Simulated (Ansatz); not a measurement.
Ideal-gas functions of `[CH2]1[CH2][GaH]1` at 800 K and 1 bar, from an Ansatz frequency run at PBE0-D4/def2-TZVP.

Molar mass 98.78 g/mol, point group C2v (symmetry number 2), electronic degeneracy 1, moments of inertia 24.235, 75.138, 92.892 u Å². Harmonic wavenumbers (cm⁻¹, unscaled): 338, 362, 432, 556, 581, 663, 847, 931, 962, 975, 1198, 1408, 1420, 2077, 3108, 3114, 3174, 3195.

Use S(trans) = R[1.5 ln M + 2.5 ln T − 1.1517]; rotational temperatures θ = 24.2544 K / I; S(rot) = R[ln(√π/σ · √(T³/θAθBθC)) + 1.5]; for each mode x = 1.438777 ν̃/T, S = R[x/(eˣ − 1) − ln(1 − e⁻ˣ)] and H = RT x/(eˣ − 1); 1 cm⁻¹ = 0.0119627 kJ/mol; R = 8.31446 J/(mol·K).

Q: By hand: the entropy, in J/(mol·K).

A: Translation 186.7. Rotation: θ = 1.0008, 0.3228, 0.2611 K, giving 105.1. Vibration, mode by mode: 12.58, 12.03, 10.62, 8.65, 8.32, 7.33, 5.58, 4.94, 4.72, 4.63, 3.37, 2.51, 2.46, 0.96, 0.21, 0.20, 0.19, 0.18, in all 89.5. Electronic 0.0. Sum 381.3 J/(mol·K).

Q: By hand: H − E and G − E in kJ/mol, counted from the electronic energy.

A: Zero-point energy ½ × 25341 × 0.0119627 = 151.6; thermal vibration 41.3; translation, rotation and pV give 4 RT = 26.6. H − E = 219.5 kJ/mol, and G − E = 219.5 − 800 × 381.3/1000 = -85.5 kJ/mol.

Vibration gives 23 % of the entropy.
